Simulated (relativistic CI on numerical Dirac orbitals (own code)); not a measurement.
**Cr⁶⁺: L2,3 absorption edge**

Computed with this model: Dirac-Coulomb-Breit CI, separate exchange-only KLI orbitals for each configuration, a model potential for QED, valence Slater integrals scaled by 0.8, multiplet model of core-to-valence dipole absorption; configurations [Ne] 3s2 3p6 → [He] 2s2 2p5 3s2 3p6 3d; 300 K; Lorentzian 0.4 eV and Gaussian 0.3 eV FWHM. Energies are those of the free ion, without screening or charge transfer. The branching ratio is the share of the lower-energy edge in the whole absorption, uncertain by about 0.02 where the edges overlap. S is read from ⟨S²⟩ = S(S + 1).

Field parameters in Wybourne normalisation: D3d B²₀ = −7Dσ, B⁴₀ = −14Dq − 21Dτ, B⁴₃ = −14√(10/7) Dq; D4h B²₀ = −7Ds, B⁴₀ = 21(Dq − Dt), B⁴₄ = 21√(5/14) Dq; Oh B⁴₀ = 21Dq, B⁴₄ = √(5/14) B⁴₀; Td as Oh with Dq negative (B⁴₀ = 21Dq, B⁴₄ = √(5/14) B⁴₀). The field is a parameter set, without covalency.

Peaks in eV (height, largest 100): 591.6 (7), 594.5 (56), 599.6 (18), 602.5 (100).

Which surroundings give this spectrum?
A. Oh, 10Dq = 41950 cm⁻¹
B. Td, 10Dq = -5150 cm⁻¹
C. D3d, 10Dq = 16350, Dσ = -290, Dτ = 0 cm⁻¹
D. D4h, 10Dq = 16000, Ds = 720, Dt = 510 cm⁻¹

C. D3d, 10Dq = 16350, Dσ = -290, Dτ = 0 cm⁻¹, where the ground state has S = 0.00.
